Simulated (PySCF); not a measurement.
Computed with B3LYP-D3(BJ)/def2-TZVP (PySCF 2.14.0). Isolated molecules, 0 K electronic values unless said otherwise. One relaxed conformer stands for a flexible species; it need not be the lowest. B3LYP has the VWN-RPA correlation part, as in Gaussian. 

Reference species (SMILES): `[SiH2]([SiH2]C)[SiH3]` (C–Si–Si–Si torsion 59°) (neutral, multiplicity 1).

```json
{
  "HOMO–LUMO gap": "7.25 eV",
  "LUMO": "-0.32 eV"
}
```

Changed species: `[SiH3]C([SiH3])[SiH3]`.

Problem. Give the shifts of the HOMO–LUMO gap and LUMO.

Solution. the HOMO–LUMO gap rises by 1.08 eV, to 8.33 eV; the LUMO goes up by 0.07 eV, to -0.25 eV.
